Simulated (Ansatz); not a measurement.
Gas-phase electronic energies from Ansatz, PBE0-D4/def2-TZVP geometries. CBS: MP2 limit from def2 TZ/QZ plus the TZ coupled-cluster correction, frozen cores. This one scheme is used for every species. Double bonds are as drawn, so ΔE can hold a change between cis and trans. DFT in def2-TZVPP. One conformer a species, not always the lowest.

Consider the redistribution: `FB(F)N[SiH3]` + `B/C=C/O` → `FBN[SiH3]` + `B/C=C(/O)F`.

```
             level  ΔE (eV)  difference from CCSD(T)/CBS
            PBE-D4     1.88                        -0.18
         r2SCAN-D4     1.95                        -0.11
           PBE0-D4     1.95                        -0.11
            B2PLYP     2.03                        -0.03
            r2SCAN     1.95                        -0.11
    MP2/def2-TZVPP     2.09                         0.03
SCS-MP2/def2-TZVPP     2.07                         0.01
     HF/def2-QZVPP     2.11                         0.05
SCS-MP2/def2-QZVPP     2.08                         0.02
      HF/CBS(def2)     2.11                         0.05
       CCSD(T)/CBS     2.06                            0
```

Largest T1 diagnostic among the species: 0.013.

From PBE to PBE0 (25 % exact exchange), in def2-TZVPP and without D4, ΔE moves by +0.07 eV.
